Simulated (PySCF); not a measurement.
**Multinuclear NMR of C3H8N2OSi2**

Cartesian coordinates in Å; atom numbers follow the order of the lines, from 1:
```xyz
16

C     3.5346   -0.0554    0.1098
N     2.4917   -0.6458    0.4567
Si    1.0593   -1.1851   -0.3144
Si   -0.5019    0.0900    0.7805
C    -0.2919    1.9367    0.4783
N    -0.1460    3.0507    0.2470
O    -1.8611   -0.4282    0.0605
C    -3.1737    0.0234    0.2134
H     4.2829    0.1945    0.8579
H     3.7684    0.2424   -0.9153
H     0.9995   -1.1206   -1.7865
H     1.0491   -2.5977    0.0759
H    -0.6496    0.0894    2.2471
H    -3.4841   -0.0320    1.2590
H    -3.2625    1.0585   -0.1236
H    -3.8222   -0.6118   -0.3903
```

Computed data (PySCF): geometry from GFN2-xTB, σ from GIAO-PBE0/pcSseg-1. One conformer, non-relativistic, no solvent, one averaged value for each set of equivalent atoms.

Question: Predict the 29Si NMR data.

Answer: 
| atoms | environment | σ (ppm) | δ (ppm) |
| --- | --- | --- | --- |
| Si4 | silicon bonded to C, O, Si, H | 392.2 | -42.4 |
| Si3 | silicon bonded to N, Si, 2 H | 405.1 | -53.0 |

Shieldings were converted by a linear fit to measured shifts: 29Si: δ = 279.94 − 0.822σ (rms 8.9 ppm, 72 shifts, 25.8 ppm with the 6 outliers that the fit left out vs TMS, solution or neat liquid). Occasional misses reach two or three times the rms, and more in compound classes unlike the fitted ones.

On a 400 MHz spectrometer 29Si resonates near 79.5 MHz, so 1 ppm is 79.5 Hz.

Question: Where does 15N resonate?

Answer: 
| atoms | environment | σ (ppm) | δ (ppm) |
| --- | --- | --- | --- |
| N2 | imine nitrogen | -138.7 | -20.3 |
| N6 | nitrile nitrogen | -95.7 | -59.9 |

Shieldings were converted by a linear fit to measured shifts: 15N: δ = -148.07 − 0.921σ (rms 6.3 ppm, 71 shifts vs CH3NO2, solution or neat liquid). A few per cent of atoms miss by over 2 rms, more outside the fitted compound classes.

On a 300 MHz spectrometer 15N resonates near 30.4 MHz, so 1 ppm is 30.4 Hz.

Question: What are the 17O shifts?

Answer: 
```tsv
atoms	environment	σ (ppm)	δ (ppm)
O7	oxygen bonded to C, Si	332.4	-36.1
```

Shieldings were converted by a linear fit to measured shifts: 17O (scatter 10.7 ppm rms, 12.2 ppm with the 3 outliers that the fit left out vs liquid water, solution or neat liquid). A few per cent of atoms miss by over 2 rms, more outside the fitted compound classes.

On a 400 MHz spectrometer 17O resonates near 54.2 MHz, so 1 ppm is 54.2 Hz.
